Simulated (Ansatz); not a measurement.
H4O2SSiTe (`O[Si](O)(S)[TeH]`), relaxed with RKS PBE-D4/def2-SVP in the Gaussian-basis code of Ansatz from a rough embedded geometry. The force threshold is 0.03 eV/Å; the program also tests the step.

Charge 0, multiplicity 1. Te: def2 effective core potential.

Start:

```xyz
9

O    -1.475    0.494    0.491
Si    0.132    0.463   -0.027
O     0.628    2.056   -0.264
S     0.246   -0.538   -1.882
Te    1.594   -0.614    1.647
H    -1.687   -0.497    0.728
H     0.006    2.480   -0.939
H    -0.199   -1.762   -1.262
H     0.756   -2.082    1.509
```

Task: How much energy does the relaxation release, and in how many steps? (Best estimate.)

Result: Ansatz gave: 50.06 kJ/mol, in 20 steps, 3 of them rejected.

Task: Which bonds change most? (Estimate.)

Result: Ansatz gave: S4–H8 from 1.442 to 1.363 Å; O1–H6 from 1.041 to 0.976 Å; Si2–S4 from 2.111 to 2.154 Å; Si2–Te5 from 2.470 to 2.511 Å.

Task: Give the relaxed structure. (An estimate is asked.)

Result: Computed: 
```xyz
9

O    -1.488   -0.140    0.237
Si    0.118    0.257   -0.046
O     0.435    1.899   -0.122
S     0.517   -0.687   -1.941
Te    1.596   -0.378    1.883
H    -1.751   -0.019    1.168
H     0.207    2.301   -0.982
H    -0.722   -1.257   -1.948
H     1.088   -1.976    1.752
```
